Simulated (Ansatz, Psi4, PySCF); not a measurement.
C$_{4}$H$_{9}$, charge -1, singlet, geometry from GFN2-xTB (in this run its highest filled SCF level lies above zero, so its values depend strongly on the basis, on diffuse functions most of all). Base run: B3LYP5/6-311G** (PySCF).

Geometry (Å):
```xyz
13

C      0.8295     1.9158    -0.0157
C      0.7424     0.4012    -0.0074
C     -0.6784    -0.2499     0.0062
C     -0.6599    -1.7781     0.0138
H     -1.6704    -2.2006     0.0233
H      0.2318     2.2812     0.8759
H      0.2189     2.2722    -0.9022
H     -0.1305    -2.1453     0.8939
H     -0.1433    -2.1542    -0.8702
H      1.2626    -0.0015    -0.8945
H      1.2755     0.0075     0.8761
H     -1.2297     0.0989    -0.8743
H     -1.2168     0.1078     0.8911
```
Charge -1, spin multiplicity 1.
All else is at PySCF's defaults.

The same geometry, method and basis name were run in Ansatz (a quantum-chemistry and plane-wave program) and Psi4 and PySCF, at each program's defaults and at the settings that a row names. The base is PySCF at its defaults. Differences at the defaults can come from grids, fitting, cores and function types together.

| code and settings | ΔE vs base (mEh) | basis functions | E (Eh) | SCF cycles |
|---|---|---|---|---|
| PySCF, defaults (exact integrals, its default grid, spherical functions) | 0.000 | 126 | -157.68632 | 12 |
| Psi4, defaults (density fitting with its default set, its default grid, spherical functions) | -0.021 | 126 | -157.68634 | 10 |
| Ansatz, defaults (factorised integrals, its default grid, spherical functions) | -0.001 | 126 | -157.68632 | - |
| PySCF, density fitting with def2-universal-jkfit | -0.099 | 126 | -157.68642 | 12 |
| PySCF, fine grid | -0.001 | 126 | -157.68632 | 12 |
| Psi4, exact integrals, spherical functions, fine grid | 0.001 | 126 | -157.68632 | 13 |
| Ansatz, high accuracy | 0.000 | 126 | -157.68632 | - |
